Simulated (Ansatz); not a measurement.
```xyz
5

C     0.0420   -0.0433   -0.7312
O     0.0237   -0.0517    0.7296
H    -0.0405    0.9259    1.0771
H     0.0454   -1.1182   -1.2151
H    -0.4466    0.8651   -1.3110
```

Basis set: cc-pVDZ (spherical functions). Left uncorrelated: 2 orbitals. Charge 0, multiplicity 2.

Computed with Ansatz (development build ahead of 0.2.0); each method stands on the lowest determinant of its kind that the runs found.

The atomization energy at this shape (free ground-state atoms in the same class of orbitals less the molecule, no zero-point energy) of doublet CH3O:

| method | atomization energy |
| --- | --- |
| UHF-MP2 | 15.88 eV |

Problem. What does UHF give?

Solution. 11.43 eV. Caution: the shape is not the minimum.
